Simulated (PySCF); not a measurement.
CHO3, charge -1, singlet, geometry from GFN2-xTB. Base run: HF/def2-SV(P) in PySCF.

The PySCF input:
```python
from pyscf import gto, scf

mol = gto.M(
    atom='''
O     1.133934   -0.595474    0.060069
C    -0.172049    0.046248   -0.010546
O    -0.117490    1.273465    0.033117
O    -1.108087   -0.728969   -0.101257
H     1.765446    0.130336    0.127853
''',
    basis='def2-sv(p)',
    charge=-1,
    spin=0,
    verbose=4,
)

mf = scf.RHF(mol)
mf.kernel()
mo_i, mo_e, stable_i, stable_e = mf.stability(internal=True, external=True, return_status=True, nroots=6, tol=1e-6)
print('internally stable:', stable_i, ' externally stable:', stable_e)
if not stable_e:
    umf = mf.to_uhf() if not hasattr(mf, 'xc') else mf.to_uks()
    umf.scf_summary = {}
    umf.kernel(umf.make_rdm1(mo_e, umf.mo_occ))
mf.analyze()
```

The bond that is stretched is that between atoms 3 and 2. A test that says stable can miss a lower solution.

Variants of this job, named by their change:

```json
[
 {"change": "base", "ΔE vs base (kcal/mol)": "0.000", "<S^2>": "0.000", "E after following the instability (Eh)": "-", "<S^2> there": "-", "HOMO-LUMO gap (eV)": "15.59", "stability test says": "stable", "outcome": "converged"},
 {"change": "bond × 1.25", "ΔE vs base (kcal/mol)": "47.92", "<S^2>": "0.000", "E after following the instability (Eh)": "-", "<S^2> there": "-", "HOMO-LUMO gap (eV)": "14.98", "stability test says": "stable", "outcome": "converged"},
 {"change": "bond × 1.5", "ΔE vs base (kcal/mol)": "103.8", "<S^2>": "0.000", "E after following the instability (Eh)": "-262.70303", "<S^2> there": "0.24", "HOMO-LUMO gap (eV)": "14.83", "stability test says": "external instability", "outcome": "converged"},
 {"change": "bond × 1.8", "ΔE vs base (kcal/mol)": "144.9", "<S^2>": "0.000", "E after following the instability (Eh)": "-262.66185", "<S^2> there": "0.76", "HOMO-LUMO gap (eV)": "12.60", "stability test says": "external instability", "outcome": "converged"},
 {"change": "bond × 2.2", "ΔE vs base (kcal/mol)": "-", "<S^2>": "-", "E after following the instability (Eh)": "-", "<S^2> there": "-", "HOMO-LUMO gap (eV)": "-", "stability test says": "-", "outcome": "not converged"},
 {"change": "bond × 3.0", "ΔE vs base (kcal/mol)": "-", "<S^2>": "-", "E after following the instability (Eh)": "-", "<S^2> there": "-", "HOMO-LUMO gap (eV)": "-", "stability test says": "-", "outcome": "not converged"}
]
```

Where a bond breaks into two radicals, a solution with restricted orbitals usually stops being the lowest and lies too high; an unrestricted one lies lower at the price of spin contamination, which <S^2> shows.
